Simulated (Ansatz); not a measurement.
**Pulling the pair apart**

The pair of H2 (SMILES [H][H], atoms 1–2) and H2 (SMILES [H][H], atoms 3–4), both closed shells, in one local arrangement (a lower one may exist), relaxed at PBE0-D4/def2-TZVP:

H1  (-0.168, -0.109, -2.004)
H2  (0.039, 0.029, -1.301)
H3  (0.318, 0.295, 1.754)
H4  (-0.189, -0.214, 1.551)
(Å)

H2 is shifted rigidly along the line between the mean atom positions of the two fragments (negative: closer). Counterpoise interaction energies in kcal/mol. Ansatz 0.2.0; basis: def2-TZVPPD; cores frozen in the correlated methods.

```csv
shift (Å),wB97M-V,r2SCAN-D4,PBE-D4
-0.29,0.02,0.26,-0.21
-0.14,-0.04,0.17,-0.24
0.00,-0.06,0.11,-0.24
0.14,-0.07,0.08,-0.22
0.34,-0.07,0.05,-0.18
0.72,-0.06,0.02,-0.12
1.44,-0.03,0.00,-0.04
2.87,0.00,0.00,-0.01
```

Q: What does CCSD(T) give at these shifts? (To be estimated.)

A: By the calculation: 0.02, -0.04, -0.06, -0.07, -0.07, -0.05, -0.02, -0.01 kcal/mol. For zero shift, CCSD(T) at an estimated basis limit (MP2 extrapolated from triple and quadruple zeta, plus CCSD(T) − MP2 in triple zeta) gives -0.09 kcal/mol. These are counterpoise interaction energies, counted from the two frozen fragments.

T1 diagnostic: at most 0.006.

For scale, one of the runs: CCSD(T)/def2-TZVPPD, 68 basis functions, launched by `ansatz run in.yaml --threads 2 --pin off --events-out ev --progress --plain --max-ram 5222MiB`. Hardware: 2 CPU threads of an Arm Neoverse V1, shared host. Wall time about 0.3 s.
